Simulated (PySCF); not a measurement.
## Si²⁺ (silicon, charge +2) across methods

[Ne] 3s2, closed-shell 1S. Calculation: PySCF 2.14, in x2c-QZVPPall with one added diffuse shell each of s, p, d, f type (10s7p5d3f1g, 86 functions); the spin-free X2C one-electron Hamiltonian (Gaussian nucleus).

```json
{"method": "BP86", "E (hartree)": "-289.1115", "mean ε 2s (eV)": "-160.91", "mean ε 2p (eV)": "-117.02", "mean ε 3s (eV)": "-28.680", "Σ⟨r²⟩ (bohr²)": "11.67", "⟨S²⟩": "0.000"}
{"method": "M06-2X", "E (hartree)": "-289.0885", "mean ε 2s (eV)": "-174.23", "mean ε 2p (eV)": "-127.37", "mean ε 3s (eV)": "-31.053", "Σ⟨r²⟩ (bohr²)": "11.69", "⟨S²⟩": "0.000"}
{"method": "UHF", "E (hartree)": "-288.60119", "mean ε 2s (eV)": "-189.72", "mean ε 2p (eV)": "-137.12", "mean ε 3s (eV)": "-32.228", "Σ⟨r²⟩ (bohr²)": "11.91", "⟨S²⟩": "0.000"}
{"method": "r2SCAN", "E (hartree)": "-289.0475", "mean ε 2s (eV)": "-164.79", "mean ε 2p (eV)": "-118.99", "mean ε 3s (eV)": "-28.714", "Σ⟨r²⟩ (bohr²)": "11.77", "⟨S²⟩": "0.000"}
{"method": "B97-3", "E (hartree)": "-289.0618", "mean ε 2s (eV)": "-168.99", "mean ε 2p (eV)": "-122.69", "mean ε 3s (eV)": "-29.730", "Σ⟨r²⟩ (bohr²)": "11.69", "⟨S²⟩": "0.000"}
{"method": "M06-L", "E (hartree)": "-289.0769", "mean ε 2s (eV)": "-165.64", "mean ε 2p (eV)": "-119.02", "mean ε 3s (eV)": "-28.616", "Σ⟨r²⟩ (bohr²)": "11.59", "⟨S²⟩": "0.000"}
{"method": "PBE0", "E (hartree)": "-288.9634", "mean ε 2s (eV)": "-168.30", "mean ε 2p (eV)": "-122.23", "mean ε 3s (eV)": "-29.689", "Σ⟨r²⟩ (bohr²)": "11.73", "⟨S²⟩": "0.000"}
{"method": "LDA", "E (hartree)": "-287.9187", "mean ε 2s (eV)": "-160.02", "mean ε 2p (eV)": "-116.95", "mean ε 3s (eV)": "-28.659", "Σ⟨r²⟩ (bohr²)": "11.68", "⟨S²⟩": "0.000"}
{"method": "PBE", "E (hartree)": "-288.9419", "mean ε 2s (eV)": "-160.74", "mean ε 2p (eV)": "-116.86", "mean ε 3s (eV)": "-28.532", "Σ⟨r²⟩ (bohr²)": "11.71", "⟨S²⟩": "0.000"}
```
